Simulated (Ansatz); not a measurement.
Two isomers of C3H8OSi: A = `CC(C)O[SiH]`, B = `C=CCO[SiH3]`.

Computed with Ansatz on PBE0-D4/def2-TZVP structures; ΔE is electronic, products minus reactants. CCSD(T)/CBS is the MP2 limit (def2-TZVPP, def2-QZVPP) plus CCSD(T) − MP2 in def2-TZVPP, frozen cores. Functionals use def2-TZVPP. B3LYP here is the variant with VWN-RPA as its local correlation; programs differ in this. One conformer a species, not always the lowest.

A:

Z-matrix (Å, degrees):
```
C
C 1 1.513
H 1 1.092 2 110.5
H 1 1.092 2 110.7 3 120.1
H 1 1.093 2 110.2 3 -120.0
C 2 1.513 1 112.7 3 59.5
O 2 1.427 1 108.5 3 179.6
H 2 1.101 1 109.2 3 -62.1
H 6 1.093 2 110.2 1 60.6
H 6 1.092 2 110.7 1 -179.6
H 6 1.092 2 110.5 1 -59.4
Si 7 1.647 2 122.5 1 118.8
H 12 1.533 7 94.3 2 180.0
```

B:

Z-matrix (Å, degrees):
```
C
C 1 1.489
O 1 1.416 2 109.6
H 1 1.098 2 109.9 3 122.0
H 1 1.100 2 109.5 3 -120.1
C 2 1.324 1 124.0 3 -128.9
H 2 1.087 1 115.4 3 51.9
Si 3 1.643 1 122.3 2 179.5
H 6 1.084 2 121.7 1 -178.2
H 6 1.086 2 121.4 1 1.6
H 8 1.480 3 106.5 1 179.6
H 8 1.490 3 110.8 1 59.5
H 8 1.490 3 110.8 1 -60.3
```

**Question.** Which isomer does CCSD(T)/CBS put lower? Give the gap. (Estimate.)

**Answer.** The calculation gave: B, by 18.0 kJ/mol.

**Question.** Give E(B) − E(A) in kJ/mol with CCSD(T)/def2-TZVPP, B3LYP-D4, ωB97M-V, B3LYP, CCSD/def2-TZVPP, PBE0-D4, HF/def2-TZVPP. (Estimate.)

**Answer.** The calculation gave: CCSD(T)/def2-TZVPP -15.2, B3LYP-D4 -18.3, ωB97M-V -8.2, B3LYP -22.9, CCSD/def2-TZVPP -16.5, PBE0-D4 -10.8, HF/def2-TZVPP -46.5. None reverses the order clearly.

**Question.** Does the order hold for the free energy at 298.15 K (harmonic terms from PBE0-D4)? (Estimate.)

**Answer.** Computed: Yes: G(B) − G(A) = -35.2 kJ/mol, for one conformer each. Modes under 60 cm⁻¹, often nearly free rotors, make the harmonic entropy too high.

Largest T1 diagnostic: 0.014.

In def2-TZVPP, CCSD(T) changes the Hartree–Fock value by +31.2 kJ/mol (the triples alone add +1.3 kJ/mol) and MP2 by +27.1 kJ/mol. Leaving LDA and LC-ωPBE aside and taking each functional with its dispersion term where it has one, the values, not all of them listed here, spread over 19.4 kJ/mol, from BHLYP-D4 to revPBE-D4. LDA lies +13.1 kJ/mol from PBE without D4.
